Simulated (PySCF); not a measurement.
A structure optimised at PBE-D3(BJ)/def2-SVP, used in a PySCF frequency run:

```xyz
16

C      1.6383     0.0683     1.0738
C      0.7885    -0.2435     0.0666
C      1.1973    -1.2150    -1.0157
B     -0.6836     0.3486     0.0421
C     -1.9054    -0.5208    -0.4784
N     -0.8887     1.6684     0.4845
H      1.3426     0.7460     1.8931
H      2.6558    -0.3588     1.1400
H      1.1051    -0.7594    -2.0256
H      0.5289    -2.1030    -1.0250
H      2.2404    -1.5723    -0.8946
H     -2.8921    -0.0231    -0.3809
H     -1.9584    -1.4952     0.0529
H     -1.7633    -0.7740    -1.5520
H     -1.8086     2.1070     0.5357
H     -0.1231     2.2774     0.7763
```

Write its SMILES and formula.

C=C(C)B(C)N, C4H10BN

What are its rotational constants (standard atomic weights)?

4.4078, 2.8256, 1.8908 GHz
